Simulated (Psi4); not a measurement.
C₃H₅O, charge -1, singlet, at a GFN2-xTB geometry (a gas-phase anion, which may not be bound at this level), atoms displaced at random by about 0.08 Å a coordinate; Psi4 with PBE0/6-31G, gradient.

Psi4 was given this input:
```
memory 2 GB

molecule mol {
-1 1
O    -0.463131   -0.020916    1.377176
C    -0.111765    0.064867    0.111658
C     0.329325    1.210799   -0.595756
C     0.335720   -1.240931   -0.555875
H     0.920175   -1.703957    0.243944
H     0.118488    2.178661   -0.202137
H     0.708141    1.297786   -1.541299
H     0.841287   -1.190600   -1.484880
H    -0.593737   -1.729704   -0.719169
symmetry c1
no_reorient
no_com
}

set {
  basis 6-31g
  reference rks
}

gradient('pbe0')
print_variables()
```

Write the output that Psi4 gives for this input, abridged.


```
gradient() will perform analytic gradient computation.

   => Loading Basis Set <=

    Name: 6-31G
    Role: ORBITAL
    Keyword: BASIS

         ---------------------------------------------------------
                                   SCF
               by Justin Turney, Rob Parrish, Andy Simmonett
                          and Daniel G. A. Smith
                              RKS Reference
         ---------------------------------------------------------

  ==> Geometry <==

    Molecular point group: c1
    Full point group: C1

    Geometry (in Angstrom), charge = -1, multiplicity = 1:

       Center              X                  Y                   Z               Mass
    ------------   -----------------  -----------------  -----------------  -----------------
         O           -0.463131000000    -0.020916000000     1.377176000000    15.994914619570
         C           -0.111765000000     0.064867000000     0.111658000000    12.000000000000
         C            0.329325000000     1.210799000000    -0.595756000000    12.000000000000
         C            0.335720000000    -1.240931000000    -0.555875000000    12.000000000000
         H            0.920175000000    -1.703957000000     0.243944000000     1.007825032230
         H            0.118488000000     2.178661000000    -0.202137000000     1.007825032230
         H            0.708141000000     1.297786000000    -1.541299000000     1.007825032230
         H            0.841287000000    -1.190600000000    -1.484880000000     1.007825032230
         H           -0.593737000000    -1.729704000000    -0.719169000000     1.007825032230

  Running in c1 symmetry.

  Rotational constants: A =      0.32565  B =      0.32062  C =      0.16799 [cm^-1]
  Rotational constants: A =   9762.66395  B =   9611.80954  C =   5036.16788 [MHz]
  Nuclear repulsion =  110.970588961605287

  Charge       = -1
  Multiplicity = 1
  Electrons    = 32
  Nalpha       = 16
  Nbeta        = 16

  ==> Algorithm <==

  SCF Algorithm Type is DF.
  DIIS enabled.
  MOM disabled.
  Fractional occupation disabled.
  Guess Type is SAD.
  Energy threshold   = 1.00e-08
  Density threshold  = 1.00e-08
  Integral threshold = 1.00e-12

  ==> Primary Basis <==

  Basis Set: 6-31G
    Blend: 6-31G
    Number of shells: 30
    Number of basis functions: 46
    Number of Cartesian functions: 46
    Spherical Harmonics?: false
    Max angular momentum: 1

  ==> DFT Potential <==

   => LibXC <=

    Version 7.1.2
[...]
  @DF-RKS Final Energy:  -192.22735731356809
    Total Energy =                       -192.2273573135680920
[...]

   => LibXC <=

    Version 7.1.2
    S. Lehtola, C. Steigemann, M. J. T. Oliveira, and M. A. L. Marques,  SoftwareX 7, 1–5 (2018) (10.1016/j.softx.2017.11.002)

   => Composite Functional: PBE0 <=

    PBE0 Hyb-GGA Exchange-Correlation Functional

    C. Adamo and V. Barone,  J. Chem. Phys. 110, 6158 (1999) (10.1063/1.478522)
    M. Ernzerhof and G. E. Scuseria,  J. Chem. Phys. 110, 5029 (1999) (10.1063/1.478401)

    Deriv               =              1
    GGA                 =           TRUE
    Meta                =          FALSE

    Exchange Hybrid     =           TRUE
    MP2 Hybrid          =          FALSE

   => Exchange Functionals <=

    0.7500   Perdew, Burke & Ernzerhof

   => Exact (HF) Exchange <=

    0.2500               HF

   => Correlation Functionals <=

    1.0000   Perdew, Burke & Ernzerhof

   => LibXC Density Thresholds  <==

    XC_HYB_GGA_XC_PBEH:  1.00E-15

   => Molecular Quadrature <=

    Radial Scheme          =       TREUTLER
    Pruning Scheme         =           NONE
    Nuclear Scheme         =       TREUTLER

    Blocking Scheme        =         OCTREE
    BS radius alpha        =              1
    Pruning alpha          =              1
    Radial Points          =             75
    Spherical Points       =            302
    Total Points           =         192362
    Total Blocks           =           1495
    Max Points             =            256
    Max Functions          =             46
    Weights Tolerance      =       1.00E-15

  -Total Gradient:
     Atom            X                  Y                   Z
    ------   -----------------  -----------------  -----------------
       1        0.012484842440     0.001289724056     0.026018706919
       2       -0.061234011784    -0.041297946606     0.001630730246
       3        0.043779019340     0.016170455235    -0.060749456658
       4        0.019193537953    -0.006387471162    -0.033281006105
       5       -0.000544505841     0.011469258821     0.006541784588
       6        0.004624895966    -0.016879579466    -0.015045570367
       7       -0.019255974916     0.013932866391     0.053664204823
       8       -0.016134152268    -0.008442748562     0.019266534214
       9        0.017091492503     0.030143744414     0.001965926788

  Variable Map:
  ----------------------------------------------------------------------------
[...]
  Array Variable Map:
  ----------------------------------------------------------------------------
[...]
[...]
```
